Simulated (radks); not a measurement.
S IX, 8 electrons, occupied as [He] 2s1 2p4 3s1 (not the ground configuration). Calculated with a radial shooting solver on a logarithmic mesh with Libxc functionals: scalar-relativistic Kohn-Sham, PBE, spin-polarised, spherical densities, point nucleus; open shells are filled with parallel spins first.

Normalised radial functions P(r) = r R(r), r in bohr:

| r | 1s up | 2s up | 3s up |
|---|---|---|---|
| 0.0035 | 0.4216 | 0.1266 | 0.0578 |
| 0.004378 | 0.5193 | 0.1559 | 0.0712 |
| 0.005477 | 0.6373 | 0.1913 | 0.0873 |
| 0.006853 | 0.7788 | 0.2336 | 0.1066 |
| 0.008573 | 0.9464 | 0.2837 | 0.1294 |
| 0.01081 | 1.1497 | 0.3441 | 0.1570 |
| 0.01353 | 1.3752 | 0.4107 | 0.1873 |
| 0.01692 | 1.6272 | 0.4842 | 0.2208 |
| 0.02117 | 1.8994 | 0.5621 | 0.2561 |
| 0.02649 | 2.1801 | 0.6394 | 0.2910 |
| 0.03314 | 2.4503 | 0.7080 | 0.3216 |
| 0.04146 | 2.6827 | 0.7560 | 0.3422 |
| 0.05186 | 2.8431 | 0.7671 | 0.3452 |
| 0.06489 | 2.8936 | 0.7212 | 0.3210 |
| 0.08118 | 2.8007 | 0.5969 | 0.2594 |
| 0.1016 | 2.5471 | 0.3762 | 0.1520 |
| 0.1281 | 2.1275 | 0.0394 | -0.0094 |
| 0.1602 | 1.6216 | -0.3741 | -0.2029 |
| 0.2005 | 1.0973 | -0.8273 | -0.4039 |
| 0.2508 | 0.6408 | -1.2413 | -0.5613 |
| 0.3138 | 0.3116 | -1.5187 | -0.6083 |
| 0.3925 | 0.1206 | -1.5781 | -0.4834 |
| 0.4911 | 0.0352 | -1.3975 | -0.1652 |
| 0.6144 | 0.0072 | -1.0406 | 0.2917 |
| 0.7686 | 0.0010 | -0.6356 | 0.7500 |
| 0.9616 | 0.0001 | -0.3074 | 1.0365 |
| 1.213 | 0.0000 | -0.1073 | 1.0270 |
| 1.517 | 0.0000 | -0.0270 | 0.7559 |
| 1.898 | 0.0000 | -0.0044 | 0.4099 |
| 2.375 | 0.0000 | -0.0004 | 0.1556 |
| 2.971 | 0.0000 | 0.0000 | 0.0383 |
| 3.717 | 0.0000 | 0.0000 | 0.0056 |

1s up: eigenvalue -2685.7 eV, 0 radial nodes, <r> = 0.0967 bohr, 90 % of the charge inside 0.173 bohr. 2s up: eigenvalue -438.54 eV, 1 radial node at r = 0.131 bohr, <r> = 0.442 bohr, 90 % of the charge inside 0.683 bohr. 3s up: eigenvalue -153.48 eV, 2 radial nodes at r = 0.127, 0.535 bohr, <r> = 1.15 bohr, 90 % of the charge inside 1.67 bohr.
